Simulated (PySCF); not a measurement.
A side-by-side comparison of computed properties.

First species: C7H9NSi.
SMILES: `[H]/N=C\C1=C[C@@]2([SiH3])C=C[C@@H]12`

Second species: C₄H₁₂O₂Si₃.
SMILES: `C/C(=C\C(=O)O)[SiH]([SiH3])[SiH3]`

Levels: PBE0/pcSseg-1 for dipole moment, HOMO energy, LUMO energy and HOMO–LUMO gap; GFN2-xTB for rotational constant A and rotational constant C. Geometries: GFN2-xTB. All species are isolated and taken at one optimised geometry, non-relativistic unless stated; the electronic structure was computed with PySCF and density fitting.

Dipoles, sizes and rotational constants follow the conformer. The torsions of the flexible species, by atom-mapped SMILES:
- `[H]/[N:2]=[CH:3]\[C:4]1=[CH:5][C@@:6]2([SiH3:7])[CH:8]=[CH:9][C@@H:10]12`: N2–C3–C4–C5 -173°
- `[CH3:1]/[C:2](=[CH:3]\[C:4](=[O:5])[OH:6])[SiH:7]([SiH3:8])[SiH3:9]`: C2–C3–C4–O5 -3°, C1–C2–Si7–Si8 57°, H–O6–C4–C3 180°

Problem. Which of the two has the higher LUMO energy, and by how much?

Solution. The first: -1.52 eV against -1.71 eV, a difference of 0.19 eV.

Problem. Which has the higher HOMO–LUMO gap?

Solution. The second: 5.99 eV against 5.66 eV, a difference of 0.33 eV.

Problem. Which has the higher rotational constant A?

Solution. The first: 2.910 GHz against 1.354 GHz, a difference of 1.556 GHz.

Problem. Which of the two has the higher dipole moment, and by how much?

Solution. The first: 2.62 D against 1.11 D, a difference of 1.51 D.

Problem. Which of the two has the higher rotational constant C, and by how much?

Solution. The first: 0.815 GHz against 0.412 GHz, a difference of 0.403 GHz.

Problem. Which of the two has the higher HOMO energy, and by how much?

Solution. The first: -7.18 eV against -7.70 eV, a difference of 0.52 eV.

On the first: A dipole of 2.62 D is allowed in C1, and pure rotational transitions are dipole-allowed. In atomic units the dipole is 1.03 e·bohr (1 au = 2.5417 D).

On the second: The dipole equals about 3.7 × 10⁻³⁰ C·m (1 D = 3.33564 × 10⁻³⁰ C·m). GFN2-xTB frequencies show an imaginary mode (46i cm⁻¹), so this geometry is no minimum at that level.
